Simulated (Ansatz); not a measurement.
Mulliken charges of `B[CH]([GeH3])Br` from ωB97M-V/def2-TZVPP in Ansatz (PBE0-D4/def2-TZVP geometry).

| atom | x (Å) | y (Å) | z (Å) | charge (e) |
| --- | --- | --- | --- | --- |
| B1 | -0.508 | 1.427 | -0.135 | -0.253 |
| C2 | -0.602 | 0.095 | 0.594 | -0.209 |
| Ge3 | 0.687 | -1.040 | -0.450 | 0.038 |
| Br4 | -0.023 | 0.045 | 2.450 | -0.084 |
| H5 | 0.217 | 2.298 | 0.237 | 0.098 |
| H6 | -1.111 | 1.538 | -1.165 | 0.091 |
| H7 | -1.548 | -0.443 | 0.530 | 0.185 |
| H8 | 0.166 | -1.226 | -1.884 | 0.030 |
| H9 | 2.063 | -0.365 | -0.460 | 0.046 |
| H10 | 0.742 | -2.381 | 0.287 | 0.058 |

Problem. By hand: the dipole of these point charges (1 e Å = 4.8032 D).

Solution. Σ q r = (0.059, -0.333, -0.359) e Å, of length 0.493 e Å = 2.37 D.

Problem. How does the dipole of the full density compare? (Estimate.)

Solution. The calculation gave: (-0.071, -0.176, -0.294) e Å, 1.68 D; the point charges give 1.41 times that, at 22° from its direction.

Point charges leave out the atoms' own dipoles, such as those of lone pairs, and Mulliken's split depends on the basis, so the two needn't agree.
